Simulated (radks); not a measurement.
Isoelectronic series with 17 electrons, each ion in its NIST ground configuration. Calculated with a radial shooting solver on a logarithmic mesh with Libxc functionals: scalar-relativistic Kohn-Sham, PBE, spin-unpolarised, spherical densities, finite nucleus; Fermi nuclear charge, rms radius of each element as measured or else 0.836 A^(1/3) + 0.57 fm. Total energies (hartree) and orbital eigenvalues (hartree):

| ion | configuration | E (hartree) | 3p | 3s |
|---|---|---|---|---|
| V6+ | [Ne] 3s2 3p5 | -938.31483 | -5.15946 | -6.17331 |
| Cr7+ | [Ne] 3s2 3p5 | -1035.01801 | -6.38068 | -7.49437 |
| Mn8+ | [Ne] 3s2 3p5 | -1136.66856 | -7.71680 | -8.93205 |
| Fe9+ | [Ne] 3s2 3p5 | -1243.28014 | -9.16744 | -10.48616 |
| Co10+ | [Ne] 3s2 3p5 | -1354.86735 | -10.73237 | -12.15663 |
| Ni11+ | [Ne] 3s2 3p5 | -1471.44617 | -12.41144 | -13.94356 |
| Cu12+ | [Ne] 3s2 3p5 | -1593.03278 | -14.20460 | -15.84708 |
| Zn13+ | [Ne] 3s2 3p5 | -1719.64540 | -16.11182 | -17.86742 |
| Ga14+ | [Ne] 3s2 3p5 | -1851.30235 | -18.13317 | -20.00489 |
| Ge15+ | [Ne] 3s2 3p5 | -1988.02319 | -20.26872 | -22.25980 |
